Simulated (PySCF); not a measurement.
PySCF input (M06-2X/6-31G* with LANL2DZ past Ar (5d)):

```python
from pyscf import gto, dft

mol = gto.M(
    atom='''
    C    -2.31861300   -0.29828900   -0.58727500
    C    -1.33842400    0.79735600   -0.81059500
    N    -0.13097700    0.82092800   -0.12818400
    C     0.71634200    1.97507200   -0.39230600
    Ge    0.70065000   -0.74948800    0.43602100
    H    -2.68133700   -0.34852500    0.45176900
    H    -3.18748800   -0.15510000   -1.22969200
    H    -1.90659600   -1.28712200   -0.82095700
    H    -1.69431300    1.76522700   -1.14392900
    H     0.14406700    2.89387600   -0.23489100
    H     1.56504800    1.98760800    0.29086000
    H     1.09770300    1.98819800   -1.42142800
    H     1.93067100   -0.28306000    1.22798700
    H    -0.26656100   -1.54058300    1.32556000
    H     1.13900200   -1.62822300   -0.75960200
    ''',
    basis={'default': '6-31g*', 'Ge': 'lanl2dz'},
    ecp={'Ge': 'lanl2dz'},
    charge=0,
    spin=1,
    verbose=4,
)

mf = dft.UKS(mol, xc='m062x')
mf.grids.level = 4
mf.conv_tol = 1e-9
mf.max_cycle = 100
mf.max_memory = 1500
mf.kernel()
if not mf.converged:
    mf = mf.newton()
    mf.kernel(mf.make_rdm1())
mo, _, stable, _ = mf.stability(return_status=True)
if not stable:
    mf.kernel(mf.make_rdm1(mo, mf.mo_occ))
    stable = mf.stability(return_status=True)[2]
mf.dip_moment()
```

From the output:

```
  HOMO = -0.127295673351  LUMO = -0.0020565596031  gap/eV = 3.40793
cycle= 2 E= -178.619542162825  delta_E= -0.0855  |g|= 0.229  |ddm|= 0.916
  alpha nocc = 20  HOMO = -0.179618002147457  LUMO = 0.0469697317583062
  beta  nocc = 19  HOMO = -0.322836330666631  LUMO = 0.0184014948510729
  HOMO = -0.179618002147  LUMO = 0.0184014948511  gap/eV = 5.38838
cycle= 3 E= -178.65146914456  delta_E= -0.0319  |g|= 0.0498  |ddm|= 0.362
  alpha nocc = 20  HOMO = -0.162268292733403  LUMO = 0.0574525218061073
  beta  nocc = 19  HOMO = -0.305285427021067  LUMO = 0.0404954463346172
  HOMO = -0.162268292733  LUMO = 0.0404954463346  gap/eV = 5.51748
cycle= 4 E= -178.652924952766  delta_E= -0.00146  |g|= 0.0162  |ddm|= 0.0704
  alpha nocc = 20  HOMO = -0.168668268413807  LUMO = 0.0553543168191428
  beta  nocc = 19  HOMO = -0.310643885023241  LUMO = 0.0384858174334344
  HOMO = -0.168668268414  LUMO = 0.0384858174334  gap/eV = 5.63695
cycle= 5 E= -178.653141408952  delta_E= -0.000216  |g|= 0.00858  |ddm|= 0.0317
  alpha nocc = 20  HOMO = -0.169291270652229  LUMO = 0.055600004573666
  beta  nocc = 19  HOMO = -0.309693919449588  LUMO = 0.0394962504167857
  HOMO = -0.169291270652  LUMO = 0.0394962504168  gap/eV = 5.68140
cycle= 6 E= -178.653197186122  delta_E= -5.58e-05  |g|= 0.00319  |ddm|= 0.0113
  alpha nocc = 20  HOMO = -0.169771957211122  LUMO = 0.0557854190273659
  beta  nocc = 19  HOMO = -0.309901980030352  LUMO = 0.040686391160774
  HOMO = -0.169771957211  LUMO = 0.0406863911608  gap/eV = 5.72686
cycle= 7 E= -178.653219655605  delta_E= -2.25e-05  |g|= 0.00191  |ddm|= 0.00949
  alpha nocc = 20  HOMO = -0.17012955490029  LUMO = 0.0559849070759508
  beta  nocc = 19  HOMO = -0.309727270760879  LUMO = 0.0411164826737345
  HOMO = -0.1701295549  LUMO = 0.0411164826737  gap/eV = 5.74830
cycle= 8 E= -178.653224566317  delta_E= -4.91e-06  |g|= 0.000535  |ddm|= 0.00553
  alpha nocc = 20  HOMO = -0.170187952855256  LUMO = 0.0559647871729521
  beta  nocc = 19  HOMO = -0.30982711954341  LUMO = 0.0411397579422488
  HOMO = -0.170187952855  LUMO = 0.0411397579422  gap/eV = 5.75052
cycle= 9 E= -178.653224893995  delta_E= -3.28e-07  |g|= 0.000203  |ddm|= 0.00113
  alpha nocc = 20  HOMO = -0.170191525966857  LUMO = 0.0559704918246275
  beta  nocc = 19  HOMO = -0.309842255449059  LUMO = 0.0411354260020005
  HOMO = -0.170191525967  LUMO = 0.041135426002  gap/eV = 5.75050
cycle= 10 E= -178.653224944791  delta_E= -5.08e-08  |g|= 4.91e-05  |ddm|= 0.000578
  alpha nocc = 20  HOMO = -0.17018667265164  LUMO = 0.0559716087866988
  beta  nocc = 19  HOMO = -0.309853924646506  LUMO = 0.0411345150629732
  HOMO = -0.170186672652  LUMO = 0.041134515063  gap/eV = 5.75034
cycle= 11 E= -178.653224949445  delta_E= -4.65e-09  |g|= 1.57e-05  |ddm|= 0.000245
  alpha nocc = 20  HOMO = -0.170184271389251  LUMO = 0.0559706110124001
  beta  nocc = 19  HOMO = -0.309854788771567  LUMO = 0.0411348827684748
  HOMO = -0.170184271389  LUMO = 0.0411348827685  gap/eV = 5.75029
cycle= 12 E= -178.653224949634  delta_E= -1.89e-10  |g|= 8.56e-06  |ddm|= 3.61e-05
  alpha nocc = 20  HOMO = -0.170186478573376  LUMO = 0.0559710725105038
  beta  nocc = 19  HOMO = -0.309856804548433  LUMO = 0.0411333325266057
  HOMO = -0.170186478573  LUMO = 0.0411333325266  gap/eV = 5.75030
Extra cycle  E= -178.653224949666  delta_E= -3.2e-11  |g|= 6.71e-06  |ddm|= 1.83e-05
converged SCF energy = -178.653224949666  <S^2> = 0.75344769  2S+1 = 2.0034447
uhf_internal: lowest eigs of H = [0.23724151 0.34367926 0.36184091]
<class 'pyscf.dft.uks.UKS'> wavefunction is stable in the internal stability analysis
Dipole moment(X, Y, Z, Debye):  0.61045,  0.13338,  0.16902
```

The geometry given is a B3LYP-D3(BJ)/def2-TZVP minimum.
